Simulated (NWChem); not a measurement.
System: SrBrF; SMILES [Sr]([F])[Br]

Input file for NWChem:

```
start job
memory heap 200 mb stack 900 mb global 1100 mb
geometry units angstroms noautoz
  Sr    -0.029621     0.790383     0.000000
  F     -1.471455     2.327246     0.000000
  Br     0.372820    -1.983421     0.000000
end
basis spherical
  * library def2-tzvp
end
ecp
  Sr library def2-ecp
end
dft
  xc b3lyp
  iterations 150
  vectors input atomic output neutral.movecs
end
task dft energy
charge 1
dft
  odft
  mult 2
  vectors input atomic output cation.movecs
end
task dft energy
```

NWChem printed, in part:

```
             Northwest Computational Chemistry Package (NWChem) 7.3.0
             --------------------------------------------------------

 CS  symmetry detected

                             Geometry "geometry" -> ""
                             -------------------------

 Output coordinates in angstroms (scale by  1.889725989 to convert to a.u.)

  No.       Tag          Charge          X              Y              Z
 ---- ---------------- ---------- -------------- -------------- --------------
    1 Sr                  38.0000     0.26436953     0.98032944     0.00000000
    2 F                    9.0000    -0.70272427     2.85264425     0.00000000
    3 Br                  35.0000    -0.10632925    -1.79789477     0.00000000

 Effective nuclear repulsion energy (a.u.)     372.5367133493

      Symmetry information
      --------------------

 Group name             Cs
 Group number              2
 Group order               2
 No. of unique centers     3

                                 NWChem DFT Module
                                 -----------------

 Summary of "ao basis" -> "ao basis" (spherical)
 ------------------------------------------------------------------------------
       Tag                 Description            Shells   Functions and Types
 ---------------- ------------------------------  ------  ---------------------
 Sr                        def2-tzvp                13       33   6s4p3d
 F                         def2-tzvp                11       31   5s3p2d1f
 Br                        def2-tzvp                16       48   6s5p4d1f

      Symmetry analysis of basis
      --------------------------

        a'         76
        a"         36

            General Information
            -------------------
          SCF calculation type: DFT
          Wavefunction type:  closed shell.
          No. of atoms     :     3
          No. of electrons :    54
           Alpha electrons :    27
            Beta electrons :    27
          Charge           :     0
          Spin multiplicity:     1
          Use of symmetry is: on ; symmetry adaption is: on
          Maximum number of iterations: 150
          AO basis - number of functions:   112
                     number of shells:    40
          Convergence on energy requested:  1.00D-06
          Convergence on density requested:  1.00D-05
          Convergence on gradient requested:  5.00D-04

              XC Information
              --------------
                         B3LYP Method XC Potential
                     Hartree-Fock (Exact) Exchange  0.200
                        Slater Exchange Functional  0.800 local
                    Becke 1988 Exchange Functional  0.720 non-local
              Lee-Yang-Parr Correlation Functional  0.810
                  VWN I RPA Correlation Functional  0.190 local

             Grid Information
             ----------------
          Grid used for XC integration:  medium
          Radial quadrature: Mura-Knowles
          Angular quadrature: Lebedev.
          Tag              B.-S. Rad. Rad. Pts. Rad. Cut. Ang. Pts.
          ---              ---------- --------- --------- ---------
          Sr                  2.00      123          11.0       590
          F                   0.50       49          12.0       434
          Br                  1.15      112          12.0       590
          Grid pruning is: on
          Number of quadrature shells:   284
          Spatial weights used:  Erf1

      Superposition of Atomic Density Guess
      -------------------------------------

 Sum of atomic energies:       -2706.68165861

      Non-variational initial energy
      ------------------------------

 Total energy =   -2702.071193
 1-e energy   =   -4018.082548
 2-e energy   =    1191.779034
 HOMO         =      -0.417909
 LUMO         =      -0.122687

      Symmetry analysis of molecular orbitals - initial
      -------------------------------------------------

  Numbering of irreducible representations:

     1 a'          2 a"

  Orbital symmetries:

     1 a'          2 a'          3 a'          4 a'          5 a"
     6 a'          7 a'          8 a'          9 a'         10 a"
    11 a'         12 a'         13 a"         14 a'         15 a"
    16 a'         17 a'         18 a'         19 a'         20 a"
    21 a'         22 a'         23 a"         24 a'         25 a'
    26 a"         27 a'         28 a'         29 a"         30 a'
    31 a'         32 a"         33 a'         34 a"         35 a'
    36 a'         37 a'

   convergence    iter        energy       DeltaE   RMS-Dens  Diis-err
 ---------------- ----- ----------------- --------- --------- ---------
 d= 0,ls=0.0,diis     1  -2704.8347630032 -2.83D+03  1.32D-02  1.37D+00
 d= 0,ls=0.0,diis     2  -2704.2101023054  6.25D-01  8.93D-03  8.69D+00
 d= 0,ls=0.0,diis     3  -2704.9588365881 -7.49D-01  2.10D-03  6.25D-02
 d= 0,ls=0.0,diis     4  -2704.9609054006 -2.07D-03  9.15D-04  3.82D-02
 d= 0,ls=0.0,diis     5  -2704.9638677360 -2.96D-03  7.00D-05  9.85D-05
  Resetting Diis
 d= 0,ls=0.0,diis     6  -2704.9638798178 -1.21D-05  1.69D-05  7.80D-06
 d= 0,ls=0.0,diis     7  -2704.9638809130 -1.10D-06  6.50D-06  3.57D-07
 d= 0,ls=0.0,diis     8  -2704.9638809236 -1.06D-08  2.64D-06  3.44D-07

         Total DFT energy =    -2704.963880923613
      One electron energy =    -4023.804984988273
           Coulomb energy =     1300.934260335678
    Exchange-Corr. energy =     -106.325478062653
 Nuclear repulsion energy =      124.232321791634

 Numeric. integr. density =       53.999998172050

                  Occupations of the irreducible representations
                  ----------------------------------------------

                     irrep           alpha         beta
                     --------     --------     --------
                     a'               20.0         20.0
                     a"                7.0          7.0

[...]
```

Level: B3LYP/def2-TZVP with def2 effective core potentials on Sr, vertical spin-unrestricted ions. Structure relaxed at the PBE0/def2-SVP level. def2 effective core potentials on Sr; no spin-orbit coupling.
